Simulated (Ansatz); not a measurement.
```yaml
crystal:
  periodic: [false, false, false]
  atoms:
    - {symbol: C, position_ang: [-0.648933, 0.226367, -0.453213]}
    - {symbol: C, position_ang: [0.690729, 0.453792, 0.120134]}
    - {symbol: As, position_ang: [-0.393723, -0.778641, 1.245649]}
    - {symbol: H, position_ang: [-0.736459, -0.376316, -1.347754]}
    - {symbol: H, position_ang: [-1.378243, 1.024266, -0.378069]}
    - {symbol: H, position_ang: [0.888827, 1.409133, 0.591534]}
    - {symbol: H, position_ang: [1.547912, 0.010887, -0.369946]}
    - {symbol: H, position_ang: [0.122092, -2.026689, 0.535865]}
basis:
  gaussian: {orbitals: def2-SVP}
total_charge: 1
magnetization: {spin_polarized: true, initial_magnetization: 9}
hamiltonian: {xc: {name: PBE}, pseudopotentials: {relativity: none}}
output: {forces: true}
```

```sh
$ ansatz run in.yaml --threads 2 --pin off --events-out ev --progress --plain --max-ram 4352MiB
```

Shortened log:

```
Functional definition: PBE
969 factors; their error is unknown
mean field evaluation 1: about -62916.0695 eV, gradient 5.0e1 eV
mean field evaluation 2: about -62868.9851 eV, gradient 9.2e1 eV
mean field evaluation 4: about -62928.6409 eV, gradient 1.8e1 eV
mean field evaluation 8: about -62931.4819 eV, gradient 3.5e-1 eV
mean field evaluation 16: about -62931.4255 eV, gradient 1.8e-3 eV
mean field -62931.42550772 eV, -2312.6872309566 hartree, gradient 5.7e-5 eV, S^2 24.753116; 8 other end points of the search recorded, 0 dependent functions left out
reference -62931.42554308 eV, -2312.6872322559 hartree; 29, 20 occupied and 56, 65 virtual orbitals, 969 factors
Total energy: -62931.42554308 eV, -2312.6872322559 hartree
Atom 0 at    -0.648933     0.226367    -0.453213 Å, force     5.133024    -1.379751    -3.586064 eV/Å
Atom 1 at     0.690729     0.453792     0.120134 Å, force    -0.423772    -2.318434    -5.955463 eV/Å
Atom 2 at    -0.393723    -0.778641     1.245649 Å, force    -6.006846    -2.396601    14.984264 eV/Å
Atom 3 at    -0.736459    -0.376316    -1.347754 Å, force    -0.251533    -1.566862    -3.309584 eV/Å
Atom 4 at    -1.378243     1.024266    -0.378069 Å, force    -5.075533     6.970321     0.499597 eV/Å
Atom 5 at     0.888827     1.409133     0.591534 Å, force     0.999437     8.000766     3.095600 eV/Å
Atom 6 at     1.547912     0.010887    -0.369946 Å, force     2.938602    -1.027755    -1.944680 eV/Å
Atom 7 at     0.122092    -2.026689     0.535865 Å, force     2.686622    -6.281684    -3.783669 eV/Å
Dipole moment:     0.383697     0.095485    -0.934485 e Å
```

Problem. What is wrong with this run?

Solution. The spin is set far too high for this molecule. The calculation finished and met its thresholds. The result belongs to that input, not to the molecule as meant.
